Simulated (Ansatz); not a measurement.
A nudged elastic band was laid between two geometries of Cl3H4NOZr (10 atoms, charge 0, multiplicity 1).

Method: RKS PBE-D4/def2-SVP (Ansatz).

```
movable images  : 5
climbing image  : yes
spring          : 5.0 eV/Å²
optimiser       : quadratic models (default)
start path      : through a guess of the saddle point
force threshold : 0.05 eV/Å
iteration limit : 60
end points      : relaxed
```

First end point:

```xyz
10
Properties=species:S:1:pos:R:3
Zr -0.069 -0.117 0.315
N -0.071 0.366 2.265
H -0.483 1.214 2.671
H 0.343 -0.212 3.005
Cl 2.082 0.012 -0.762
Cl -1.215 1.771 -0.509
Cl -1.512 -1.955 -0.273
O 1.092 -2.014 1.238
H 1.942 -2.040 0.750
H 0.578 -2.792 0.931
```

Last end point:

```xyz
10
Properties=species:S:1:pos:R:3
Zr 0.063 -0.634 0.015
N 0.578 0.126 2.281
H -0.274 0.360 2.810
H 1.189 0.954 2.299
Cl 2.117 0.502 -0.443
Cl -1.932 0.617 0.435
Cl -0.434 -1.472 -2.153
O 0.213 -2.335 0.932
H 0.104 -3.263 0.661
H 1.063 -0.624 2.795
```

Problem. What changes between the two ends?

Solution. Bonds broken: O8–H10. Bonds formed: N2–H10.

Problem. Give the energies along the band, and the barrier.

Solution. The run converged. The highest image is number 2 of 0 to 6, 0.297 eV above the first end and 1.202 eV above the last; the last end lies 0.906 eV below the first. A vibrational analysis at the climbing image gives one clearly imaginary mode, 485i cm⁻¹: a first-order saddle point. The orbitals stay closed-shell, which can raise the energy where a bond breaks towards radicals; this wasn't checked here.

| image | path coordinate (Å) | energy (eV) | O8–H10 (Å) | N2–H10 (Å) |
| --- | --- | --- | --- | --- |
| 0 | 0.00 | 0.000 | 0.98 | 3.49 |
| 1 | 1.71 | 0.141 | 0.98 | 2.56 |
| 2 | 3.40 | 0.297 | 1.11 | 1.46 |
| 3 | 4.24 | -0.499 | 1.83 | 1.04 |
| 4 | 5.08 | -0.715 | 2.20 | 1.03 |
| 5 | 5.92 | -0.844 | 2.43 | 1.03 |
| 6 | 6.76 | -0.906 | 2.67 | 1.03 |

Problem. What is the geometry of the highest image?

Solution. 
```xyz
10
Properties=species:S:1:pos:R:3
Zr 0.161 -0.251 0.068
N 0.219 -0.061 2.234
H -0.689 0.046 2.708
H 0.847 0.647 2.640
Cl 2.135 0.413 -1.021
Cl -1.256 1.636 -0.153
Cl -1.223 -1.824 -1.048
O 1.039 -2.022 1.125
H 0.720 -2.942 1.079
H 0.733 -1.411 2.000
```

Problem. What are the harmonic wavenumbers there?

Solution. 485i, 48, 83, 111, 115, 127, 145, 209, 345, 347, 362, 388, 409, 564, 564, 609, 671, 887, 1344, 1473, 1956, 3414, 3501, 3745 cm⁻¹.

Time of the run: 4 min on 4 threads of Arm Neoverse V1 (shared host), peak memory 0.21 GiB.
